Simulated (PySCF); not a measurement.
Se(F)(SH), SMILES F[Se]S, singlet (PBE0/def2-SVP optimised geometry):

```
4

Se    -0.661    -1.052     0.000
F      1.114    -1.052     0.000
S     -1.114     1.052     0.000
H     -1.086     1.280    -1.338
```

Calculation: PBE0/def2-TZVP run with PySCF.

**Question.** What are the frontier orbital energies and the dipole moment?

**Answer.** HOMO-2 -9.89 eV, HOMO-1 -8.53 eV, HOMO -7.15 eV, LUMO -1.83 eV, LUMO+1 -1.31 eV; dipole moment 2.07 D.

On the same geometry PBE/def2-TZVP (PySCF) gives HOMO-2 -8.48 eV, HOMO-1 -7.29 eV, HOMO -5.84 eV, LUMO -2.77 eV, LUMO+1 -2.21 eV; dipole moment 1.95 D.

Meta-Löwdin charges at PBE0/def2-TZVP: Se1 0.46, F2 -0.47, S3 -0.10, H4 0.10.
